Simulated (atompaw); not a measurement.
Plane-wave convergence, PAW (atompaw) potential for Sc

```json
{
  "Element": "Sc",
  "Generator": "atompaw 4.2.0.5",
  "Type": "PAW",
  "Functional": "PBE",
  "Relativity": "scalar-relativistic",
  "Frozen core": "[Ne]",
  "Valence charge": "11",
  "Reference configuration": "3s2 3p6 3d1 4s0 4p0 (charge +2)",
  "Partial waves": "3s (bound): rc 1.65 bohr; 4s (bound, empty): rc 2.10 bohr; 3p (bound): rc 1.80 bohr; 4p (bound, empty): rc 2.00 bohr; 3d (bound): rc 2.30 bohr; 3d channel at -0.95 Ry: rc 2.30 bohr",
  "Local potential": "bessel scheme, radius 1.70 bohr",
  "Core correction": "smooth core density matched at 1.65 bohr",
  "Augmentation charge": "sinc compensation charge, radius 2.20 bohr; PAW radius 2.30 bohr; waves and projectors: custom rrkj vanderbiltortho"
}
```

The pseudo-atom Hamiltonian at the reference potential is diagonalised in spherical Bessel functions j_l(qr) that vanish at 20 bohr, with q² up to the cutoff. All-electron valence levels (Ry): 3s -5.1744, 4s -1.1677, 3p -3.5979, 4p -0.8635, 3d -1.3165.

Question: How do the lowest levels (Ry) of each channel move with the cutoff, and are there ghosts?

Answer:

```tsv
cutoff (Ry)	s #1	s #2	p #1	p #2	d #1	d #2	f #1	f #2	Σ f·Δε (mRy)
8	-5.0874	-1.0599	-3.3975	-0.7572	-1.1152	-0.4241	-0.2841	-0.1606	1577.6
12	-5.1481	-1.1093	-3.5434	-0.7867	-1.2813	-0.4587	-0.2842	-0.1608	414.6
21	-5.1739	-1.1659	-3.5946	-0.8248	-1.3162	-0.4699	-0.2843	-0.1608	21.2
30	-5.1742	-1.1673	-3.5974	-0.8606	-1.3164	-0.4700	-0.2843	-0.1608	4.0
45	-5.1744	-1.1677	-3.5978	-0.8631	-1.3165	-0.4700	-0.2843	-0.1608	0.4
55	-5.1744	-1.1677	-3.5978	-0.8634	-1.3165	-0.4700	-0.2843	-0.1608	0.4
400	-5.1745	-1.1678	-3.5979	-0.8635	-1.3165	-0.4700	-0.2843	-0.1608	0.0
```

Result: no extra level below or beside the all-electron valence levels (s, p, d, f tested); 10 mRy is reached at 25 Ry and 1 mRy at 45 Ry.
